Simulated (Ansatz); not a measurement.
Born–Oppenheimer molecular dynamics of C3H10OSi (15 atoms, charge 0, multiplicity 1). It goes on from the last frame of an earlier run, with new velocities.

These are results of RKS PBE0/def2-SVP (Ansatz), not measurements.

```yaml
ensemble: NVT, Langevin thermostat
time_step: 0.5 fs
steps_asked: 100
set_temperature: 1500 K
friction: 0.001 /fs
masses: H 2.014 u
seed: 544022
```

First frame:

```xyz
15
Properties=species:S:1:pos:R:3
Si -0.007 -0.066 -0.032
O 0.071 -0.211 1.622
H -0.721 -0.211 2.152
C 1.789 0.081 -0.628
H 2.281 -0.902 -0.640
H 1.829 0.530 -1.619
H 2.293 0.697 0.087
C -0.922 1.543 -0.465
H -1.947 1.568 -0.099
H -0.356 2.371 -0.042
H -1.037 1.688 -1.548
C -0.905 -1.569 -0.770
H -1.929 -1.608 -0.434
H -0.865 -1.544 -1.842
H -0.347 -2.501 -0.466
```

(1) How far do the bonds stretch over the last three quarters of this one trajectory? (Pairs bonded in most of those frames.)

Results:

(1) 
```tsv
bond	mean (Å)	spread (Å)	shortest	longest
Si1–O2	1.681	0.046	1.61	1.74
Si1–C4	1.918	0.136	1.74	2.08
Si1–C8	1.871	0.032	1.82	1.91
Si1–C12	1.892	0.058	1.81	1.98
O2–H3	0.962	0.024	0.92	1.00
C4–H5	1.110	0.072	1.01	1.22
C4–H6	1.105	0.047	1.02	1.18
C4–H7	1.115	0.032	1.06	1.18
C8–H9	1.110	0.027	1.07	1.15
C8–H10	1.107	0.024	1.07	1.15
C8–H11	1.107	0.055	1.02	1.19
C12–H13	1.104	0.037	1.05	1.17
C12–H14	1.120	0.097	0.98	1.27
C12–H15	1.130	0.090	0.99	1.25
```

Mean temperature of the second half: 746 K. The mean temperature of the second half is 50 % below the set value. A run of 0.05 ps of so small a system gives no equilibrium averages.

Run time: 3 min on 4 threads of Arm Neoverse V1, on a shared host, peak memory 0.31 GiB.
